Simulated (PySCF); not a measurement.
Compound: C3H12BP.
Numbering: `[BH3-:1][P+:2]([CH3:3])([CH3:4])[CH3:5]` (hydrogens: H6, H7, H8 on B1; H9, H10, H11 on C3; H12, H13, H14 on C4; H15, H16, H17 on C5)

Computed with PySCF, PBE0-D3(BJ)/def2-TZVP geometry optimisation, gas phase.

Problem. List the bond lengths and angles at this level.

Solution. 
```tsv
bond	length (bohr)	order
B1–P2	3.578	single
P2–C3, P2–C4, P2–C5	3.423	single
B1–H6, B1–H7, B1–H8	2.294	single
C3–H9 and 8 like bonds	2.062	single
```

Bonds in one row agree within 0.02 bohr and their mean is given. Orders are formal, as drawn. A selection of angles:
```tsv
angle	degrees
P2–B1–H6	105.6
H6–B1–H7	113.4
B1–P2–C3	114.3
C3–P2–C4	104.6
P2–C3–H9	111.9
P2–C3–H10	108.9
H9–C3–H10	109.4
H10–C3–H11	108.1
```

B1 (four-coordinate boron) is distorted tetrahedral (angles from 104.7° to 113.5°). All 3 C–P bonds measure 1.811 Å. P2 (phosphorus bonded to B and 3 C) is distorted tetrahedral (angles from 104.6° to 114.3°).

Point group: near C3v, missed by 0.08 Å at most; the miss may be what the optimiser left on a soft mode (C3 holds within 0.08 Å). Not checked by PBE0-D3(BJ)/def2-TZVP frequencies.

The run took 6.2 min wall, 12 min CPU on 2 threads, AMD EPYC (x86_64), no GPU, shared host with 64 logical CPUs at a one-minute load of 62, and the process peaked at 1.4 GiB of memory. That covers the optimisation of the geometry.
